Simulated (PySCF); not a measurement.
Vertical excitations of a molecule C3H5O, multiplicity 2 from PySCF with TDA-M06-2X/def2-SVPD, as energy in eV (oscillator strength): 1.69 (0.000), 4.95 (0.012), 5.32 (0.000), 5.56 (0.000), 5.85 (0.001), 6.44 (0.001), 6.62 (0.190), 6.84 (0.015), 7.17 (0.012), 7.69 (0.000). Geometry: PBE0-D3(BJ)/def2-SVP. Other conformers were not sampled.

Question: Which structure fits?
A) [CH]=C(C)O
B) CC[C]=O
C) [CH2]C(C)=O

Answer: C, [CH2]C(C)=O
